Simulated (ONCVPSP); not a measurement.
**What one change does to a pseudopotential (gold (Au), ONCV)**

| Quantity | Value |
| --- | --- |
| Element | gold (Au) |
| Generator | ONCVPSP 4.0.1 |
| Type | optimised norm-conserving Vanderbilt (ONCV) |
| Functional | LDA (Perdew-Zunger) |
| Relativity | scalar-relativistic |
| Frozen core | [Kr] 4d10 4f14 |
| Valence charge | 19 |
| Reference configuration | 5s2 5p6 5d10 6s1 |
| Partial waves | 5s+6s: rc 1.55 bohr, ncon 4, nbas 8, qcut 8.8 1/bohr, 2 projectors; 5p: rc 1.20 bohr, ncon 4, nbas 8, qcut 7.5 1/bohr, 1 projector; 5d: rc 1.75 bohr, ncon 5, nbas 9, qcut 10.8 1/bohr, 1 projector |
| Local potential | polynomial inside 0.90 bohr (lpopt 5, dvloc0 -1 Ha) |
| Core correction | Teter function, fcfact 5, rcfact 1.45 |

Change: core correction none.

Cutoffs: the cutoffs (Ha) at which the residual kinetic energy of the hardest occupied pseudo-wave falls to 1 and 0.1 mHa per electron; they do not see the model core or the augmentation charge, which bear on the density cutoff. Errors are all-electron minus pseudo energies relative to the spin-unpolarised reference configuration.

Predict the effect on cutoff, ghosts and configuration errors.

The potential gets neither clearly harder nor softer (80 Ha and 140 Ha → 80 Ha and 140 Ha); both files keep a bound ghost (s); of the 4 tests that both files solve, the error grows in 0 and shrinks in 3 by more than 15 % and 0.3 meV (median size 4.7 → 3.8 meV).

```csv
quantity,base,changed
"cutoff, loose",80 Ha,80 Ha
"cutoff, tight",140 Ha,140 Ha
bound ghosts,s,s
GHOST(+) flags under 300 eV,p at 41.5 eV,p at 41.5 eV
"error for 5s2 5p6 5d10 6s0, meV [ΔE 9.77 eV]",-4.9,-3.7
"error for 5s2 5p6 5d9 6s0, meV [ΔE 31.28 eV]",-4.5,-3.8
"error for 5s2 5p6 5d8 6s0, meV [ΔE 65.44 eV]",-3.8,+0.5
"error for 5s2 5p6 5d9 6s1 6p1, meV [ΔE 7.52 eV]",+280,+283
s: phases at 1.58 bohr within 0.05 rad from the reference energy up to (Ha; the scan ends near 5),to the end of the scan,to the end of the scan
p: phases at 1.22 bohr within 0.05 rad from the reference energy up to (Ha; the scan ends near 5),0.3,0.3
d: phases at 1.78 bohr within 0.05 rad from the reference energy up to (Ha; the scan ends near 5),2.4,2.4
```

 A true bound ghost makes a file unfit for plane-wave use even where its test errors are small: the radial tests pick states by their node count and pass the ghost by.
